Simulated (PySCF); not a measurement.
Worked example: oscillator strength and radiative lifetime

C3H4BFO, SMILES OB1C=C[C@H]1F.

Geometry: PBE0-D3(BJ)/def2-SVP. The structure was generated by enumeration; whether it is a known compound was not checked. One conformer was computed; it need not be the lowest.

TDA-ωB97X/def2-SVPD (PySCF) puts the first singlet state with f over 0.02 at 6.79 eV (vertical), with the transition dipole (-0.363, -0.285, -0.173) in atomic units.

### Question
Find the oscillator strength, the wavelength and the radiative lifetime that this transition would have in vacuum if emission retraced absorption.

### Answer

|μ|² = 0.2429 au, so |μ| = 1.25 D. ΔE = 6.79/27.211 = 0.2495 hartree. f = (2/3) ΔE |μ|² = 0.040 (the program prints 0.040).
λ = 1239.84/6.79 = 183 nm; ν = 54765 cm⁻¹.
Einstein's coefficient A = 0.6670 ν² f s⁻¹ (ν in cm⁻¹) = 8.1e7 s⁻¹, so τ = 1/A = 12 ns. This state is S2; the lower singlet has f = 0.014. The figure is the radiative limit of this one transition; relaxation, internal conversion, crossing to triplets and a medium change what is measured.
